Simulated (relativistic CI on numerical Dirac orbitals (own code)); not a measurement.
# Tc7+: L2,3 absorption edge

Computed with this model: Dirac-Coulomb-Breit CI, KLI orbitals optimised for each configuration, a model potential for QED, valence Slater integrals scaled by 0.9, multiplet model of core-to-valence dipole absorption; configurations [Ar] 3d10 4s2 4p6 → [He] 2s2 2p5 3s2 3p6 3d10 4s2 4p6 4d; 80 K; Lorentzian 1.6 eV and Gaussian 0.5 eV FWHM. Energies are those of the free ion, without screening or charge transfer. The branching ratio is the share of the lower-energy edge in the whole absorption, uncertain by about 0.02 where the edges overlap. S is read from ⟨S²⟩ = S(S + 1).

Field parameters in Wybourne normalisation: D3d B²₀ = −7Dσ, B⁴₀ = −14Dq − 21Dτ, B⁴₃ = −14√(10/7) Dq; D4h B²₀ = −7Ds, B⁴₀ = 21(Dq − Dt), B⁴₄ = 21√(5/14) Dq; Oh B⁴₀ = 21Dq, B⁴₄ = √(5/14) B⁴₀. The field is a parameter set, without covalency.

free ion: ground-state S = 0.00, centroid 2734.05 eV, branching ratio 0.677. Peaks (eV, height): 2696.8 (100), 2812.2 (48).

D3d, 10Dq = 38050, Dσ = -720, Dτ = 210 cm⁻¹: ground-state S = 0.00, centroid 2734.05 eV, branching ratio 0.677. Peaks (eV, height): 2694.2 (74), 2698.8 (100), 2810.2 (49), 2815.0 (37).

D3d, 10Dq = 20250, Dσ = 110, Dτ = -140 cm⁻¹: ground-state S = 0.00, centroid 2734.05 eV, branching ratio 0.677. Peaks (eV, height): 2695.0 (46), 2697.5 (100), 2811.2 (39), 2813.5 (33).

Oh, 10Dq = 22150 cm⁻¹: ground-state S = 0.00, centroid 2734.05 eV, branching ratio 0.677. Peaks (eV, height): 2695.0 (50), 2697.8 (100), 2811.0 (40), 2813.8 (33).

D3d, 10Dq = 40150, Dσ = -90, Dτ = 450 cm⁻¹: ground-state S = 0.00, centroid 2734.05 eV, branching ratio 0.677. Peaks (eV, height): 2694.0 (76), 2699.0 (100), 2810.0 (49), 2815.2 (37).

D4h, 10Dq = 13650, Ds = -1060, Dt = 700 cm⁻¹: ground-state S = 0.00, centroid 2734.05 eV, branching ratio 0.677. Peaks (eV, height): 2697.0 (100), 2812.5 (39).

The statistical ratio of this edge is 2/3 = 0.667. Values above it arise where the holes sit mainly in the j = l + 1/2 valence subshell or the ground state has high spin; values below it where core-valence Coulomb terms move weight to the upper edge, as in nearly empty shells. At deep edges of heavy elements the radial integrals of the two core levels differ, which raises the baseline.

Strongest unbroadened transitions for D3d, 10Dq = 40150, Dσ = -90, Dτ = 450 cm⁻¹:

```csv
Energy (eV),Relative strength
2692.83,1.0
2692.96,2.2
2693.01,1.2
2693.06,3.6
2693.12,3.7
2693.94,32.9
2694.09,75.6
2697.96,2.1
2697.98,1.2
2699.06,100.0
2699.10,51.5
2809.32,0.9
2809.74,11.5
2809.83,1.8
2810.05,13.1
2810.11,48.7
2815.18,36.5
2815.19,19.3
```
